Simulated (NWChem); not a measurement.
System: silylarsine (SiAsH5); SMILES [SiH3][AsH2]

```xyz
7

Si    -0.0200     1.5741     0.0000
As    -0.0441    -0.8183     0.0000
H     -0.7449     2.0537    -1.2073
H     -0.7449     2.0537     1.2073
H      1.3474     2.1600     0.0000
H      1.0205    -0.9002    -1.1016
H      1.0205    -0.9002     1.1016
```
Atoms are numbered in this order, from 1.

Results from NWChem. Pople sets run with spherical d functions. Coordinates come from a B3LYP/6-31G* (spherical d) optimisation. B3LYP is NWChem's, with the RPA form of VWN correlation. GIAO values for the isolated, static molecule; σ is the absolute isotropic shielding.

Task: Order these by “σ Si1 (ppm)”, lowest first: B3LYP/def2-SVP; B3LYP/pcSseg-2; B3LYP/6-31G*; B3LYP/6-311G**; B3LYP/def2-TZVP.

Result: B3LYP/def2-TZVP (394.9), B3LYP/pcSseg-2 (404.0), B3LYP/6-311G** (416.7), B3LYP/6-31G* (460.2), B3LYP/def2-SVP (476.5)
